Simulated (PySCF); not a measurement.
Match the calculated data to a structure.

All candidates are C4H12OSSi2.

- Rotational structure: rotational constants A, B, C: 1.593, 0.736, 0.588 GHz [GFN2-xTB]
- NMR, other nuclei: isotropic shieldings of nuclei other than C and H, by class: 323 (1 O), 371 (1 Si), 391 (1 Si), 613 (1 S) ppm [GIAO PBE0/pcSseg-1]
- 13C NMR: chemical shifts (computed TMS as zero) by class: 39.7 (1 C), 15.7 (1 C), 9.5 (2 C) ppm [GIAO PBE0/pcSseg-1]
- 1H NMR: chemical shifts (computed TMS as zero) by class: 5.61 (2 H), 5.24 (3 H), 2.60 (2 H), 1.07 (1 H), 0.70 (2 H), 0.34 (2 H) ppm [GIAO PBE0/pcSseg-1]
- Dipole: 1.86 D [PBE0/pcSseg-1]

Gas-phase values; electronic properties from PySCF, density fitting. Levels stand in brackets. Isolated species at its GFN2-xTB geometry (one conformer only). Each NMR value is the plain mean over a class of atoms that symmetry, rotation or inversion makes alike.

**Question.** Which candidate is it?
A. `[SiH3]O[SiH2]SCC1CC1`
B. `CS[C@@H]([SiH3])[SiH2]C(C)=O`
C. `C=C[Si@H](OC)[SiH2]SC`
D. `C=C[Si@@H](O)SC[SiH2]C`

**Answer.** A. It is `[SiH3]O[SiH2]SCC1CC1`. Numbering: `[SiH3:1][O:2][SiH2:3][S:4][CH2:5][CH:6]1[CH2:7][CH2:8]1`. Its formula, C4H12OSSi2, gives 1 degree of unsaturation: 1 ring and 0 π bonds in the structure found. 4 carbons fall into 3 classes; from least to most shielded: chain sp3 carbon bound to sulfur [C5] (39.7 ppm), three-membered-ring carbon [C6] (15.7 ppm), three-membered-ring carbon [C7/C8] (9.5 ppm, 2 C, up to 3.3 ppm apart in this geometry). Hydrogen classes from least to most shielded: 2 H on an oxygen-bound silicon, Si3 (5.61 ppm), 3 H on an oxygen-bound silicon, Si1 (5.24 ppm), 2 H on an sp3 carbon bound to sulfur, C5 (2.60 ppm, a mean of values up to 1.8 ppm apart in this geometry), 1 H on a three-membered-ring carbon, C6 (1.07 ppm), 2 H on 2 three-membered-ring carbons, C7/C8 (0.70 ppm), 2 H on 2 three-membered-ring carbons, C7/C8 (0.34 ppm). The other shieldings belong to: 323 ppm, siloxane oxygen [O2]; 371 ppm, oxygen-bound silicon [Si3]; 391 ppm, oxygen-bound silicon [Si1]; 613 ppm, sulfur bonded to C and Si [S4]. The optimised geometry has point group C1 and is an asymmetric top.

The others, at the same levels:
- `C=C[Si@H](OC)[SiH2]SC` fails: it has 4 carbon classes against 3; its computed 13C shifts are 143.6 (1 C), 139.9 (1 C), 54.7 (1 C), 20.0 (1 C) ppm, 1H shifts are 6.80 (1 H), 6.48 (1 H), 6.31 (1 H), 5.67 (1 H), 4.60 (1 H), 4.53 (1 H), 3.79 (3 H), 2.02 (3 H) ppm and rotational constant A is 1.953 GHz (against 1.593 GHz).
- `CS[C@@H]([SiH3])[SiH2]C(C)=O` fails: it has 4 carbon classes against 3; its computed 13C shifts are 246.1 (1 C), 43.5 (1 C), 19.8 (1 C), 9.4 (1 C) ppm, 1H shifts are 5.18 (1 H), 4.43 (1 H), 4.03 (3 H), 2.55 (3 H), 2.53 (3 H), 1.14 (1 H) ppm and smallest rotational constant is 0.723 GHz (against 0.588 GHz).
- `C=C[Si@@H](O)SC[SiH2]C` fails: it has 4 carbon classes against 3; its computed 13C shifts are 143.5 (1 C), 141.8 (1 C), 8.7 (1 C), -8.1 (1 C) ppm, 1H shifts are 6.49 (1 H), 6.46 (1 H), 5.89 (1 H), 5.64 (1 H), 4.42 (1 H), 4.20 (1 H), 1.62 (1 H), 1.41 (1 H), 1.35 (1 H), 0.31 (3 H) ppm and rotational constant A is 2.061 GHz (against 1.593 GHz).

Each candidate is one conformer, not necessarily the lowest. Dipoles, sizes and rotational constants follow the conformer. The torsions of the flexible species, by atom-mapped SMILES:
- `[SiH3:1][O:2][SiH2:3][S:4][CH2:5][CH:6]1[CH2:7][CH2:8]1`: Si1–O2–Si3–S4 40°, O2–Si3–S4–C5 35°, Si3–S4–C5–C6 66°, S4–C5–C6–C7 75°
- `[CH2:1]=[CH:2][Si@H:3]([O:4][CH3:5])[SiH2:6][S:7][CH3:8]`: C1–C2–Si3–O4 151°, C2–Si3–O4–C5 61°, C2–Si3–Si6–S7 -58°, Si3–Si6–S7–C8 -175°
- `[CH3:1][S:2][C@@H:3]([SiH3:4])[SiH2:5][C:6]([CH3:7])=[O:8]`: C1–S2–C3–Si4 -57°, S2–C3–Si5–C6 -96°, C3–Si5–C6–C7 -141°

The conformers of `C=C[Si@@H](O)SC[SiH2]C` aren't listed.
